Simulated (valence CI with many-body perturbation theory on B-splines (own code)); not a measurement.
Au73+ in brief

Computed by configuration interaction combined with many-body perturbation theory (CI+MBPT): four valence electrons over a frozen Dirac-Fock core [He], a basis of 9 s, 9 p, 8 d, 6 f, 3 g, 1 h functions for each j, with the one-electron correlation potential Σ1, the two-electron term Σ2, the three-electron term Σ3, Breit, model QED; selected CI, second order for the rest, scaled by the run's own slope (own B-spline code, finite nucleus).

No measured spectrum was set against this ion. As an estimate, large intervals hold to a few tenths of a per cent, small ones and those within an open d or f shell to about a per cent.

Levels are named by their leading jj configuration (3d3/2^4 stands for four electrons in 3d with j = 3/2), which in mixed levels can hold well under half, so a name can repeat and another be missing.

Rates and lifetimes use the calculated energies. Strong lines usually hold to 10 to 20 %, long lifetimes can be off by a factor of two.

Problem. What is the ground level?

Solution. (2s^2 2p1/2^2) J=0, composition 68 % 2s2.2p2 3P + 32 % 2s2.2p2 1S.

Problem. What are the static dipole polarisabilities of the lowest levels?

Solution. (2s^2 2p1/2^2) J=0 5.08e-05 bohr³, of which the core gives 1.59e-07.

Problem. Where does the other parity begin?

Solution. At (2s 2p1/2^2 2p3/2) J=2, 2253 eV.

Problem. What is the ionisation energy?

Solution. 21474 eV; NIST lists 21470 ± 90 eV (theoretical).

Problem. Name the longest-lived excited levels whose lifetime is computed, and their main decay.

Solution. (2s^2 2p1/2 2p3/2) J=2 at 1934 eV lives 3.35 ns, mostly by E2 to (2s^2 2p1/2^2) J=0; (2s 2p1/2^2 2p3/2) J=2 at 2253 eV lives 25.2 ps, mostly by E1 to (2s^2 2p1/2 2p3/2) J=1; (2s^2 2p1/2 2p3/2) J=1 at 1916 eV lives 23.5 ps, mostly by M1 to (2s^2 2p1/2^2) J=0.
